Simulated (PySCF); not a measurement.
# From a raw peak list to a structure

Formula C4H5F3. The spectrum was simulated from the full spin Hamiltonian at 600 MHz with 0.6 Hz Lorentzian lines, from shifts rounded to 0.01 ppm and J to 0.1 Hz, couplings under 1 Hz left out.

Maxima in Hz from TMS (height), grouped by integral:
3H: 972.0 (78), 969.7 (100), 969.3 (100), 967.1 (78), 953.0 (78), 950.7 (100), 950.3 (100), 948.1 (78)
1H: 921.7 (12), 918.3 (12), 912.0 (13), 908.6 (13), 904.8 (12), 901.3 (12), 896.6 (13), 895.1 (14), 893.1 (13), 891.6 (14), 886.9 (13), 883.4 (13), 879.6 (12), 876.2 (12), 869.9 (13), 866.5 (13)
1H: 625.7 (13), 621.4 (13), 616.0 (15), 615.4 (16), 611.6 (16), 611.1 (18), 610.5 (17), 606.1 (16), 605.7 (16), 601.3 (16), 600.8 (17), 600.2 (16), 596.5 (15), 595.9 (16), 590.5 (12), 586.1 (12)

Computational details: spin–spin couplings from B3LYP/pcJ-1 (spin–dipole term only in couplings to heteroatoms), GIAO PBE0/pcSseg-1 shieldings, structure optimised with PBE0-D3(BJ)/def2-SVP, in PySCF (one computed conformer, in vacuum, fast rotation and ring inversion assumed for equivalent nuclei, no relativistic terms).

Scale: TMS for 1H (reference shieldings calculated alike).

(1) Analyse the multiplets.

(2) What is the compound?

## Answers

(1) 1H NMR (600 MHz, computed): δ 1.60 (dt, J = 19.0, 2.5 Hz, 3H), 1.49 (m, 1H), 1.01 (m, 1H). These are first-order names from the parameters used; overlap and second-order distortion can hide them in the list.

(2) `C[C@]1(F)CC1(F)F`.

Numbering as in the mapped SMILES `[CH3:1][C@:2]1([F:3])[CH2:4][C:5]1([F:6])[F:7]`. Hydrogens are named by the atom that carries them. Ha(C4) is pro-R; Hb(C4) is pro-S.

δ 1.60: H(C1), hydrogen on a methyl carbon, coupled to F3 (19.0 Hz), F6 and F7 (2.5 Hz). δ 1.49: Ha(C4), hydrogen on a three-membered-ring carbon, coupled to F3 (25.2 Hz), F6 (17.0 Hz), Hb(C4) (9.7 Hz), F7 (3.4 Hz). δ 1.01: Hb(C4), hydrogen on a three-membered-ring carbon, coupled to F7 (15.2 Hz), F3 (10.3 Hz), Ha(C4) (9.7 Hz), F6 (4.3 Hz).

The data come from this structure; uniqueness wasn't tested.

Splittings below 1 Hz are ignored in the labels, and close J values are merged.
